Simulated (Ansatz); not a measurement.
`CC(O)[SiH2]O` and `CC(O)CO` differ in one atom or group.

Ansatz, PBE0-D4/def2-TZVP geometries, multiplicity 1. Each molecule was computed in one conformer, which needn't be the lowest.

```tsv
property	`CC(O)[SiH2]O`
LUMO energy (ωB97M-V/def2-TZVPP) / eV	1.92
HOMO–LUMO gap (PBE/def2-TZVPP) / eV	5.34
HOMO energy (PBE0/def2-TZVPP) / eV	-7.34
size of the dipole moment (PBE/def2-TZVPP) / D	1.63
LUMO energy (PBE0/def2-TZVPP) / eV	0.33
LUMO energy (PBE/def2-TZVPP) / eV	-0.56
```

Question: Give the same properties after the change, and the shifts. (Best estimate.)

Answer: Ansatz gave: 
| property | `CC(O)CO` | shift |
| --- | --- | --- |
| LUMO energy (ωB97M-V/def2-TZVPP) / eV | 2.26 | 0.34 |
| HOMO–LUMO gap (PBE/def2-TZVPP) / eV | 5.97 | 0.63 |
| HOMO energy (PBE0/def2-TZVPP) / eV | -7.64 | -0.30 |
| size of the dipole moment (PBE/def2-TZVPP) / D | 2.29 | 0.66 |
| LUMO energy (PBE0/def2-TZVPP) / eV | 0.85 | 0.52 |
| LUMO energy (PBE/def2-TZVPP) / eV | -0.03 | 0.53 |

With PBE0 the HOMO falls by 0.30 eV and the LUMO rises by 0.52 eV, so the gap widens by about 0.82 eV. PBE moves the HOMO by -0.11 eV and ωB97M-V by -0.44 eV. Dipoles are sizes alone; their direction can turn.

Positive LUMOs are unbound, so they and the gaps depend on the basis.
